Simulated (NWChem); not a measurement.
System: CH3ClF2OSi; SMILES FC([Si@H](O)Cl)F

Here is an NWChem input.

```
start job
memory heap 200 mb stack 900 mb global 1100 mb
geometry units angstroms
  O     -1.398439    -0.678119    -1.154251
  Si    -0.632576     0.290632    -0.113811
  Cl     0.249261     1.701095    -1.203321
  C      0.740192    -0.769101     0.770102
  F      0.337040    -2.077500     0.822340
  F      0.918279    -0.388156     2.063140
  H     -1.647376    -1.579887    -0.959356
  H     -1.510631     0.819936     0.914702
  H      1.733398    -0.768876     0.298748
end
basis spherical
  * library def2-svp
end
dft
  xc xpbe96 cpbe96
  disp vdw 4
  iterations 150
end
driver
  maxiter 120
end
task dft optimize
task dft freq
```

Parts of the log:

```
             Northwest Computational Chemistry Package (NWChem) 7.3.0
             --------------------------------------------------------

 C1  symmetry detected

                             Geometry "geometry" -> ""
                             -------------------------

 Output coordinates in angstroms (scale by  1.889725989 to convert to a.u.)

  No.       Tag          Charge          X              Y              Z
 ---- ---------------- ---------- -------------- -------------- --------------
    1 O                    8.0000    -1.82401852    -0.56513698    -0.08708158
    2 Si                  14.0000    -0.26778730    -0.40659831    -0.48776837
    3 Cl                  17.0000     0.67585409    -1.97445560     0.29033116
    4 C                    6.0000     0.39435979     1.21178171     0.36735475
    5 F                    9.0000    -0.63747185     2.10176876     0.51023514
    6 F                    9.0000     1.32173264     1.84519979    -0.39915845
    7 H                    1.0000    -2.44482039     0.16085479    -0.06100072
    8 H                    1.0000    -0.06585628    -0.26279263    -1.91868628
    9 H                    1.0000     0.83782172     1.08774791     1.36564826

 Effective nuclear repulsion energy (a.u.)     388.4619430591

                                Z-matrix (autoz)
                                --------

 Units are Angstrom for bonds and degrees for angles

      Type          Name      I     J     K     L     M      Value
      ----------- --------  ----- ----- ----- ----- ----- ----------
    1 Stretch                  1     2                       1.61479
    2 Stretch                  1     7                       0.95558
    3 Stretch                  2     3                       1.98849
    4 Stretch                  2     4                       1.94649
    5 Stretch                  2     8                       1.45223
    6 Stretch                  4     5                       1.37010
    7 Stretch                  4     6                       1.35970
    8 Stretch                  4     9                       1.09938
    9 Bend                     1     2     3               106.42959
   10 Bend                     1     2     4               107.48516
   11 Bend                     1     2     8               112.84392
   12 Bend                     2     1     7               123.93702
   13 Bend                     2     4     5               109.25106
   14 Bend                     2     4     6               111.81929
   15 Bend                     2     4     9               116.25299
   16 Bend                     3     2     4               108.79745
   17 Bend                     3     2     8               113.43137
   18 Bend                     4     2     8               107.65197
   19 Bend                     5     4     6               105.65436
   20 Bend                     5     4     9               106.40204
   21 Bend                     6     4     9               106.81859
   22 Torsion                  1     2     4     5         -29.07836
   23 Torsion                  1     2     4     6        -145.67407
   24 Torsion                  1     2     4     9          91.30267
   25 Torsion                  3     2     1     7         158.17607
   26 Torsion                  3     2     4     5        -143.94260
   27 Torsion                  3     2     4     6          99.46168
   28 Torsion                  3     2     4     9         -23.56157
   29 Torsion                  4     2     1     7          41.74599
   30 Torsion                  5     4     2     8          92.75047
   31 Torsion                  6     4     2     8         -23.84524
   32 Torsion                  7     1     2     8         -76.78842
   33 Torsion                  8     2     4     9        -146.86849

  pbe96 is a nonlocal functional; adding pw91lda local functional.

                           NWChem Geometry Optimization
                           ----------------------------

 maximum gradient threshold         (gmax) =   0.000450
 rms gradient threshold             (grms) =   0.000300
 maximum cartesian step threshold   (xmax) =   0.001800
 rms cartesian step threshold       (xrms) =   0.001200
 fixed trust radius                (trust) =   0.300000
 source of zmatrix                         =   autoz

          -------------------
          Energy Minimization
          -------------------

 Using diagonal initial Hessian
 Scaling for Hessian diagonals: bonds = 1.00  angles = 0.25  torsions = 0.10

          --------
          Step   0

                                 NWChem DFT Module
                                 -----------------

 Summary of "ao basis" -> "ao basis" (spherical)
 ------------------------------------------------------------------------------
       Tag                 Description            Shells   Functions and Types
 ---------------- ------------------------------  ------  ---------------------
 O                          def2-svp                 6       14   3s2p1d
 Si                         def2-svp                 8       18   4s3p1d
 Cl                         def2-svp                 8       18   4s3p1d
 C                          def2-svp                 6       14   3s2p1d
 F                          def2-svp                 6       14   3s2p1d
 H                          def2-svp                 3        5   2s1p

            General Information
            -------------------
          SCF calculation type: DFT
          Wavefunction type:  closed shell.
          No. of atoms     :     9
          No. of electrons :    66
           Alpha electrons :    33
            Beta electrons :    33
          Charge           :     0
          Spin multiplicity:     1
          Use of symmetry is: off; symmetry adaption is: off
          Maximum number of iterations: 150
          AO basis - number of functions:   107
                     number of shells:    49
          Convergence on energy requested:  1.00D-06
          Convergence on density requested:  1.00D-05
          Convergence on gradient requested:  5.00D-04

              XC Information
              --------------
          PerdewBurkeErnzerhof Exchange Functional  1.000
            Perdew 1991 LDA Correlation Functional  1.000 local
           PerdewBurkeErnz. Correlation Functional  1.000 non-local

             Grid Information
             ----------------
          Grid used for XC integration:  medium
          Radial quadrature: Mura-Knowles
          Angular quadrature: Lebedev.
          Tag              B.-S. Rad. Rad. Pts. Rad. Cut. Ang. Pts.
          ---              ---------- --------- --------- ---------
          O                   0.60       49          10.0       434
          Si                  1.10       88           8.0       590
          Cl                  1.00       88          10.0       590
          C                   0.70       49           9.0       434
          F                   0.50       49          11.0       434
          H                   0.35       45          10.0       434
          Grid pruning is: on
          Number of quadrature shells:   507
          Spatial weights used:  Erf1

           DFT-D3BJ Model
          s6 scale factor  :        1.000000000000
          s8 scale factor  :        0.787500000000
          a1 parameter     :        0.428900000000
          a2 parameter     :        4.440700000000
              vdW contrib  :       -0.007324655892

      Superposition of Atomic Density Guess
      -------------------------------------

 Sum of atomic energies:       -1060.46088769

      Non-variational initial energy
      ------------------------------

[...]

      ----------------------
      Optimization converged
      ----------------------

  Step       Energy      Delta E   Gmax     Grms     Xrms     Xmax
  ---- ---------------- -------- -------- -------- -------- --------
@   33   -1063.46947154  1.1D-07  0.00002  0.00001  0.00040  0.00087
                                     ok       ok       ok       ok

                                Z-matrix (autoz)
                                --------

 Units are Angstrom for bonds and degrees for angles

      Type          Name      I     J     K     L     M      Value     Gradient
      ----------- --------  ----- ----- ----- ----- ----- ---------- ----------
    1 Stretch                  1     2                       1.66442    0.00002
    2 Stretch                  1     7                       0.97659    0.00001
    3 Stretch                  2     3                       2.08088   -0.00002
    4 Stretch                  2     4                       1.93012   -0.00000
    5 Stretch                  2     8                       1.48873   -0.00000
    6 Stretch                  4     5                       1.38768   -0.00000
    7 Stretch                  4     6                       1.37231   -0.00002
    8 Stretch                  4     9                       1.11495    0.00000
    9 Bend                     1     2     3               113.02803   -0.00000
   10 Bend                     1     2     4               106.29650    0.00000
   11 Bend                     1     2     8               108.22197   -0.00000
   12 Bend                     2     1     7               112.50741   -0.00000
   13 Bend                     2     4     5               105.72952   -0.00001
   14 Bend                     2     4     6               109.53137    0.00000
   15 Bend                     2     4     9               117.07560    0.00000
   16 Bend                     3     2     4               106.06748    0.00001
   17 Bend                     3     2     8               109.22179   -0.00001
   18 Bend                     4     2     8               114.08633    0.00000
   19 Bend                     5     4     6               108.03233    0.00000
   20 Bend                     5     4     9               107.64029    0.00000
   21 Bend                     6     4     9               108.47589   -0.00000
   22 Torsion                  1     2     4     5          38.49008   -0.00000
   23 Torsion                  1     2     4     6         -77.68658    0.00000
   24 Torsion                  1     2     4     9         158.32830    0.00000
   25 Torsion                  3     2     1     7          81.18388    0.00001
   26 Torsion                  3     2     4     5         -82.06243   -0.00000
   27 Torsion                  3     2     4     6         161.76091   -0.00000
   28 Torsion                  3     2     4     9          37.77579   -0.00000
   29 Torsion                  4     2     1     7         -34.76621   -0.00000
   30 Torsion                  5     4     2     8         157.66991   -0.00000
   31 Torsion                  6     4     2     8          41.49325    0.00000
   32 Torsion                  7     1     2     8        -157.71504   -0.00000
   33 Torsion                  8     2     4     9         -82.49187    0.00000

                         Geometry "geometry" -> "geometry"
                         ---------------------------------

 Output coordinates in angstroms (scale by  1.889725989 to convert to a.u.)

  No.       Tag          Charge          X              Y              Z
 ---- ---------------- ---------- -------------- -------------- --------------
    1 O                    8.0000    -1.86819760    -0.18784002    -0.72827566
    2 Si                  14.0000    -0.22873184    -0.39333928    -0.52777752
    3 Cl                  17.0000     0.24455796    -1.97716711     0.73616140
    4 C                    6.0000     0.41360149     1.20103983     0.35012360
    5 F                    9.0000    -0.56723194     1.54544681     1.26937201
    6 F                    9.0000     0.51499723     2.21915879    -0.56441310
    7 H                    1.0000    -2.27632833     0.30427296     0.00995960
    8 H                    1.0000     0.37707736    -0.63615711    -1.86582002
    9 H                    1.0000     1.38006955     1.12295458     0.90054361

 Effective nuclear repulsion energy (a.u.)     385.5228704378

                Final and change from initial internal coordinates
                --------------------------------------------------

                                Z-matrix (autoz)
                                --------

 Units are Angstrom for bonds and degrees for angles

[...]

 Rotational Constants
 --------------------
 A=   0.113225 cm-1  (  0.162903 K)
 B=   0.047021 cm-1  (  0.067652 K)
 C=   0.042792 cm-1  (  0.061567 K)

 Temperature                      =   298.15K
 frequency scaling parameter      =   1.0000

 Zero-Point correction to Energy  =   28.890 kcal/mol  (  0.046039 au)
 Thermal correction to Energy     =   33.663 kcal/mol  (  0.053645 au)
 Thermal correction to Enthalpy   =   34.255 kcal/mol  (  0.054589 au)

 Total Entropy                    =   87.998 cal/mol-K
   - Translational                =   40.527 cal/mol-K (mol. weight = 131.9610)
   - Rotational                   =   28.338 cal/mol-K (symmetry #  =        1)
   - Vibrational                  =   19.134 cal/mol-K

 Cv (constant volume heat capacity) =   25.000 cal/mol-K
   - Translational                  =    2.979 cal/mol-K
   - Rotational                     =    2.979 cal/mol-K
   - Vibrational                    =   19.041 cal/mol-K

[normal modes left out]

 ----------------------------------------------------------------------------
 Normal Eigenvalue ||           Projected Infra Red Intensities
  Mode   [cm**-1]  || [atomic units] [(debye/angs)**2] [(KM/mol)] [arbitrary]
 ------ ---------- || -------------- ----------------- ---------- -----------
    1        0.000 ||    0.000000           0.000         0.000       0.000
    2        0.000 ||    0.000013           0.000         0.013       0.003
    3        0.000 ||    0.000046           0.001         0.045       0.010
    4        0.000 ||    0.000011           0.000         0.011       0.002
    5        0.000 ||    0.000103           0.002         0.100       0.022
    6        0.000 ||    0.000015           0.000         0.014       0.003
    7       47.437 ||    0.000544           0.013         0.530       0.119
    8      114.640 ||    0.005722           0.132         5.578       1.253
    9      137.062 ||    0.016243           0.375        15.835       3.557
   10      212.586 ||    0.002669           0.062         2.602       0.585
   11      283.911 ||    0.003446           0.080         3.360       0.755
   12      338.007 ||    0.068743           1.586        67.014      15.054
   13      395.372 ||    0.062612           1.445        61.038      13.712
   14      524.361 ||    0.027557           0.636        26.864       6.035
   15      556.884 ||    0.090012           2.077        87.749      19.712
   16      658.324 ||    0.017741           0.409        17.295       3.885
   17      741.177 ||    0.097217           2.243        94.772      21.290
   18      798.366 ||    0.071615           1.652        69.814      15.683
   19      878.323 ||    0.283981           6.552       276.838      62.189
   20      911.382 ||    0.019144           0.442        18.662       4.192
   21     1020.561 ||    0.135141           3.118       131.742      29.595
   22     1087.953 ||    0.097136           2.241        94.693      21.272
   23     1268.128 ||    0.017799           0.411        17.352       3.898
   24     1307.667 ||    0.003599           0.083         3.508       0.788
   25     2245.283 ||    0.084369           1.946        82.247      18.476
   26     2970.201 ||    0.032161           0.742        31.352       7.043
   27     3720.770 ||    0.095287           2.198        92.891      20.867
 ----------------------------------------------------------------------------
```

Level: PBE-D3(BJ)/def2-SVP.
